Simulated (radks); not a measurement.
Species: the dysprosium ion Dy3+. Configuration: [Xe] 4f7 6s2 (not the ground configuration).

All-electron calculation, Dirac Kohn-Sham, LDA (Slater exchange, Perdew-Wang correlation), spin-unpolarised, spherical densities, finite nucleus; open shells fill j = l - 1/2 first; Fermi nuclear charge, rms radius 5.2218 fm. Program: a radial shooting solver on a logarithmic mesh with Libxc functionals.

Energy parts (hartree):
part                       energy
total                 -12156.2627
kinetic                13330.5011
electron-nucleus      -29856.0273
Hartree                 4623.3454
exchange-correlation    -254.0818

Orbitals (lengths in bohr, moments of r in powers of bohr):
orbital,occ.,eigenvalue (hartree),<r^2>
1s1/2,2,-1969.630,0.0006103
2s1/2,2,-329.6389,0.009476
2p1/2,2,-313.7472,0.006853
2p3/2,4,-284.3825,0.008079
3s1/2,2,-75.09268,0.06293
3p1/2,2,-68.13744,0.05838
3p3/2,4,-62.04466,0.06535
3d3/2,4,-50.02937,0.05179
3d5/2,6,-48.69854,0.05373
4s1/2,2,-16.53626,0.3148
4p1/2,2,-13.78605,0.3289
4p3/2,4,-12.39753,0.3663
4d3/2,4,-7.84749,0.4112
4d5/2,6,-7.59252,0.4254
5s1/2,2,-3.41977,1.681
5p1/2,2,-2.59857,2.021
5p3/2,4,-2.37323,2.265
4f5/2,6,-2.11327,0.6588
4f7/2,1,-2.07369,0.6730
6s1/2,2,-1.03184,8.656

The highest occupied level is 6s1/2 at -28.078 eV. Summed over all electrons, <r^2> = 46.45 bohr^2, which gives a Langevin (diamagnetic) susceptibility term of -36.8 x 10^-6 cm^3/mol. The electron density at the nucleus is 7.375e+05 e/bohr^3. The density falls to 0.001 e/bohr^3 at r = 4.21 bohr.
